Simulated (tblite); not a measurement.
Computed values, GFN2-xTB/tblite, gas phase, harmonic and unscaled. The method is semi-empirical: single wavenumbers can be off by several per cent or more. Modes of hydrogen on phosphorus can be 10 to 20 % off. One conformer each. Thermal functions are those of the rigid rotor and harmonic oscillator, without mixing of conformers.

**Question.** Order these by their zero-point energy, highest first (kJ/mol).
A. `N#C[C@@H]1C=C[C@H]1NC=O`
B. `[H]/N=C1/C(F)=CC[C@@H]1C`
C. `c1cs[cH+]s1`
D. `COC1=C(C)C(C)=CP1`
E. `C(n1c(OC)nnc1C)C`
F. `C(=C\F)(/SC)[C@@H](C)C#N`

**Answer.** E (451.1), D (416.7), B (335.2), F (330.0), A (286.0), C (130.5).

```
                  SMILES  atoms  mass (u)  symmetry number  modes under 300 cm⁻¹  ZPE (kJ/mol)  S translation (J/(mol K))  S rotation  S vibration      S     Cp
          CCn1c(C)nnc1OC     21    141.09                1                     9         451.1                      162.3       118.7         93.2  374.2  129.3
        COc1[pH]cc(C)c1C     20    142.05                1                     9         416.7                      162.4       118.3         79.6  360.3  129.4
[H]/N=C1/C(F)=CC[C@@H]1C     16    113.06                1                     5         335.2                      159.5       112.5         46.7  318.7   92.0
  CS/C(=C/F)[C@@H](C)C#N     17    145.04                1                    10         330.0                      162.6       119.5         94.9  377.0  129.5
 N#C[C@@H]1C=C[C@H]1NC=O     15    122.05                1                     6         286.0                      160.5       117.0         62.4  339.9  101.1
             c1cs[cH+]s1      8    102.97                2                     0         130.5                      158.4        98.8          7.2  264.3   53.9
```

Entropies and Cp are for 200 K and 1 bar.
